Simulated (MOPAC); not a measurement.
A run for MOPAC: AM1 on CH5Al (SMILES [CH3][AlH2]), a point of a torsion scan.

```
AM1 1SCF PRECISE CHARGE=0 THREADS=1
CH5Al

C     -0.91421812 1    -0.06023211 1     0.00653820 1
Al     1.06261372 1     0.11075501 1    -0.02067520 1
H     -1.39456185 1     0.48299768 1    -0.81738704 1
H     -1.23443187 1    -1.10694554 1    -0.07824336 1
H     -1.37081063 1     0.32493742 1     0.92689540 1
H      1.81535977 1     1.42242461 1    -0.36355981 1
H      2.02747948 1    -1.06350301 1     0.28958035 1
```

The log:

```
*******************************************************************************
 **                                                                           **
 **                              MOPAC v23.2.5                                **
 **                                                                           **
 *******************************************************************************
 ** MOPAC's Digital Object Identifier: https://doi.org/10.5281/zenodo.6511958 **
 **                                                                           **
 ** Please cite the open-source release paper for use of this MOPAC version:  **
 ** J. E. Moussa and J. J. P. Stewart (2026)                                  **
 ** MOPAC: An open-source semiempirical molecular orbital program             **
 ** J. Open Source Softw., 11(119), 8025, https://doi.org/10.21105/joss.08025 **
 *******************************************************************************

                              AM1 CALCULATION RESULTS

 *******************************************************************************
 *  AM1        - The AM1 Hamiltonian to be used
 *
 *
 *
 *                 CHARGE ON SYSTEM = 0
 *
 *
 *
 *  PRECISE    - TIGHTER CRITERIA TO BE USED
 *  1SCF       - DO 1 SCF AND THEN STOP
 *  THREADS=1  - MULTI-THREADING NOT USED
 *  T=         - A TIME OF 172800.0 SECONDS REQUESTED
 *  DUMP=N     - RESTART FILE WRITTEN EVERY 7200.0 SECONDS REQUESTED
 *******************************************************************************
AM1 1SCF PRECISE CHARGE=0 THREADS=1
 CH5Al

   ATOM   CHEMICAL          X               Y               Z
  NUMBER   SYMBOL      (ANGSTROMS)     (ANGSTROMS)     (ANGSTROMS)

     1       C         -0.91421812  *  -0.06023211  *   0.00653820  *
     2      Al          1.06261372  *   0.11075501  *  -0.02067520  *
     3       H         -1.39456185  *   0.48299768  *  -0.81738704  *
     4       H         -1.23443187  *  -1.10694554  *  -0.07824336  *
     5       H         -1.37081063  *   0.32493742  *   0.92689540  *
     6       H          1.81535977  *   1.42242461  *  -0.36355981  *
     7       H          2.02747948  *  -1.06350301  *   0.28958035  *



          CARTESIAN COORDINATES

    NO.       ATOM           X           Y           Z

     1         C         -0.9142     -0.0602      0.0065
     2        Al          1.0626      0.1108     -0.0207
     3         H         -1.3946      0.4830     -0.8174
     4         H         -1.2344     -1.1069     -0.0782
     5         H         -1.3708      0.3249      0.9269
     6         H          1.8154      1.4224     -0.3636
     7         H          2.0275     -1.0635      0.2896

  H: (AM1): M.J.S. DEWAR ET AL, J. AM. CHEM. SOC. 107 3902-3909 (1985)
  C: (AM1): M.J.S. DEWAR ET AL, J. AM. CHEM. SOC. 107 3902-3909 (1985)
 Al: (AM1): M. J. S. Dewar, A. J. Holder, Organometallics, 9, 508-511 (1990).

           Empirical Formula: C H5 Al  =     7 atoms



      MOLECULAR POINT GROUP   :   C1


      RHF CALCULATION, NO. OF DOUBLY OCCUPIED LEVELS = 6


 -------------------------------------------------------------------------------
 AM1 1SCF PRECISE CHARGE=0 THREADS=1
 CH5Al



     1SCF WAS SPECIFIED, SO BFGS WAS NOT USED
     SCF FIELD WAS ACHIEVED


                              AM1 CALCULATION
                                                       MOPAC v23.2.5 Linux




          FINAL HEAT OF FORMATION =         13.62248 KCAL/MOL =      56.99647 KJ/MOL


          COSMO AREA              =         94.98 SQUARE ANGSTROMS
          COSMO VOLUME            =         80.79 CUBIC ANGSTROMS

          IONIZATION POTENTIAL    =         10.619794 EV
          HOMO LUMO ENERGIES (EV) =        -10.620 -0.995
          NO. OF FILLED LEVELS    =          6
          MOLECULAR WEIGHT        =         44.0320         POINT GROUP:  C1

          MOLECULAR DIMENSIONS (Angstroms)

            Atom       Atom       Distance
            H     6    H     4     3.97245
            H     7    H     3     3.58948
            H     5    H     3     1.58361


          SCF CALCULATIONS        =          1





   ATOM   CHEMICAL          X               Y               Z
  NUMBER   SYMBOL      (ANGSTROMS)     (ANGSTROMS)     (ANGSTROMS)

     1       C         -0.91421812  *  -0.06023211  *   0.00653820  *
     2      Al          1.06261372  *   0.11075501  *  -0.02067520  *
     3       H         -1.39456185  *   0.48299768  *  -0.81738704  *
     4       H         -1.23443187  *  -1.10694554  *  -0.07824336  *
     5       H         -1.37081063  *   0.32493742  *   0.92689540  *
     6       H          1.81535977  *   1.42242461  *  -0.36355981  *
     7       H          2.02747948  *  -1.06350301  *   0.28958035  *

                             CARTESIAN COORDINATES

   1    C       -0.914218120    -0.060232110     0.006538200
   2   Al        1.062613720     0.110755010    -0.020675200
   3    H       -1.394561850     0.482997680    -0.817387040
   4    H       -1.234431870    -1.106945540    -0.078243360
   5    H       -1.370810630     0.324937420     0.926895400
   6    H        1.815359770     1.422424610    -0.363559810
   7    H        2.027479480    -1.063503010     0.289580350


           Empirical Formula: C H5 Al  =     7 atoms



      MOLECULAR POINT GROUP   :   C1


                  EIGENVALUES
 -28.35494 -14.24187 -13.40757 -13.24907 -10.87047 -10.61979  -0.99485   1.27399
   2.60231   2.77219   4.69574   4.79082   5.41573


              NET ATOMIC CHARGES AND DIPOLE CONTRIBUTIONS

  ATOM NO.   TYPE          CHARGE      No. of ELECS.   s-Pop       p-Pop
    1          C          -0.351435        4.3514     1.24982     3.10162
    2         Al           0.293652        2.7063     1.11931     1.58703
    3          H           0.072670        0.9273     0.92733
    4          H           0.069287        0.9307     0.93071
    5          H           0.078707        0.9213     0.92129
    6          H          -0.081322        1.0813     1.08132
    7          H          -0.081558        1.0816     1.08156
 DIPOLE           X         Y         Z       TOTAL
 POINT-CHG.     0.123     0.042     0.027     0.133
 HYBRID        -0.603    -0.051     0.010     0.606
 SUM           -0.480    -0.009     0.037     0.482


          ATOMIC ORBITAL ELECTRON POPULATIONS

     Atom    s        px        py        pz
    1  C   1.24982   1.06940   1.01923   1.01299
    2 Al   1.11931   0.74373   0.75627   0.08703
    3  H   0.92733
    4  H   0.93071
    5  H   0.92129
    6  H   1.08132
    7  H   1.08156

 **********************
 *                    *
 * JOB ENDED NORMALLY *
 *                    *
 **********************




 == MOPAC DONE ==
```

The run finished.

Cost: roughly 0.020 core-seconds.
